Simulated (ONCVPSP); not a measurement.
# Logarithmic derivatives: Pm, ONCV

Pm, optimised norm-conserving Vanderbilt (ONCV), made with ONCVPSP 4.0.1 (LDA (Perdew-Zunger), scalar-relativistic). Core [Kr] 4d10 4f4, reference 5s2 5p6 5d1 6s2. Waves: 5s+6s: rc 2.25 bohr, ncon 3, nbas 6, qcut 5.1 1/bohr, 2 projectors; 5p: rc 2.60 bohr, ncon 4, nbas 8, qcut 5.5 1/bohr, 2 projectors, debl 3.8 Ha; 5d: rc 2.90 bohr, ncon 4, nbas 9, qcut 4.6 1/bohr, 3 projectors, debl 4 Ha. Local part: polynomial inside 1.65 bohr (lpopt 5, dvloc0 0 Ha). Core correction: none.

The phase is arctan(r·R′/R) of the radial function R(r), unwrapped; energies in Ha, scanned from -3 to 5 Ha. A pole is an energy at which the radial function vanishes at the test radius. The pseudo phase is shifted by a multiple of π to meet the all-electron one at the reference energy, and phase errors are pseudo minus all-electron; the curves can meet again beyond the range given. Levels narrower than the energy grid can be missing from the lists of poles.

```json
{"channel": "s", "radius (bohr)": "2.29", "reference energy (Ha)": "-0.15", "poles, all-electron": "-1.42, 3.65", "poles, pseudo": "-1.42, 2.67, 4.13", "unbroken range about the reference energy with phases within 0.05 rad": "below 2.5", "phase error 1 Ha above the reference energy (rad)": "-0.010"}
{"channel": "p", "radius (bohr)": "2.64", "reference energy (Ha)": "-0.93", "poles, all-electron": "-0.74, 2.86", "poles, pseudo": "-0.74, 2.86", "unbroken range about the reference energy with phases within 0.05 rad": "below 4.4", "phase error 1 Ha above the reference energy (rad)": "-0.006"}
{"channel": "d", "radius (bohr)": "2.94", "reference energy (Ha)": "-0.11", "poles, all-electron": "0.29, 3.08", "poles, pseudo": "0.29, 3.09", "unbroken range about the reference energy with phases within 0.05 rad": "below 1.3", "phase error 1 Ha above the reference energy (rad)": "+0.007"}
```

Note: no bound ghost flagged; GHOST(+) flagged for s at 78.8 eV.

Phases in the s channel:

```json
{"E (Ha)": "-2.98", "all-electron": "1.255", "pseudo": "1.255"}
{"E (Ha)": "-2.76", "all-electron": "1.213", "pseudo": "1.213"}
{"E (Ha)": "-2.54", "all-electron": "1.145", "pseudo": "1.145"}
{"E (Ha)": "-2.32", "all-electron": "1.014", "pseudo": "1.014"}
{"E (Ha)": "-2.10", "all-electron": "0.649", "pseudo": "0.648"}
{"E (Ha)": "-1.88", "all-electron": "-0.608", "pseudo": "-0.608"}
{"E (Ha)": "-1.66", "all-electron": "-1.348", "pseudo": "-1.348"}
{"E (Ha)": "-1.44", "all-electron": "-1.560", "pseudo": "-1.560"}
{"E (Ha)": "-1.22", "all-electron": "-1.664", "pseudo": "-1.664"}
{"E (Ha)": "-1.00", "all-electron": "-1.735", "pseudo": "-1.735"}
{"E (Ha)": "-0.78", "all-electron": "-1.798", "pseudo": "-1.798"}
{"E (Ha)": "-0.56", "all-electron": "-1.862", "pseudo": "-1.862"}
{"E (Ha)": "-0.34", "all-electron": "-1.940", "pseudo": "-1.940"}
{"E (Ha)": "-0.12", "all-electron": "-2.044", "pseudo": "-2.044"}
{"E (Ha)": "0.10", "all-electron": "-2.201", "pseudo": "-2.201"}
{"E (Ha)": "0.32", "all-electron": "-2.466", "pseudo": "-2.467"}
{"E (Ha)": "0.54", "all-electron": "-2.921", "pseudo": "-2.925"}
{"E (Ha)": "0.76", "all-electron": "-3.503", "pseudo": "-3.512"}
{"E (Ha)": "0.98", "all-electron": "-3.939", "pseudo": "-3.949"}
{"E (Ha)": "1.20", "all-electron": "-4.189", "pseudo": "-4.200"}
{"E (Ha)": "1.42", "all-electron": "-4.335", "pseudo": "-4.347"}
{"E (Ha)": "1.64", "all-electron": "-4.429", "pseudo": "-4.442"}
{"E (Ha)": "1.86", "all-electron": "-4.494", "pseudo": "-4.510"}
{"E (Ha)": "2.08", "all-electron": "-4.542", "pseudo": "-4.563"}
{"E (Ha)": "2.30", "all-electron": "-4.580", "pseudo": "-4.609"}
{"E (Ha)": "2.52", "all-electron": "-4.610", "pseudo": "-4.658"}
{"E (Ha)": "2.74", "all-electron": "-4.635", "pseudo": "-4.757"}
{"E (Ha)": "2.96", "all-electron": "-4.657", "pseudo": "-7.424"}
{"E (Ha)": "3.18", "all-electron": "-4.676", "pseudo": "-7.730"}
{"E (Ha)": "3.40", "all-electron": "-4.694", "pseudo": "-7.780"}
{"E (Ha)": "3.62", "all-electron": "-4.710", "pseudo": "-7.809"}
{"E (Ha)": "3.84", "all-electron": "-4.726", "pseudo": "-7.830"}
{"E (Ha)": "4.06", "all-electron": "-4.742", "pseudo": "-7.848"}
{"E (Ha)": "4.28", "all-electron": "-4.758", "pseudo": "-7.865"}
{"E (Ha)": "4.50", "all-electron": "-4.774", "pseudo": "-7.881"}
{"E (Ha)": "4.72", "all-electron": "-4.792", "pseudo": "-7.896"}
{"E (Ha)": "4.94", "all-electron": "-4.811", "pseudo": "-7.913"}
```
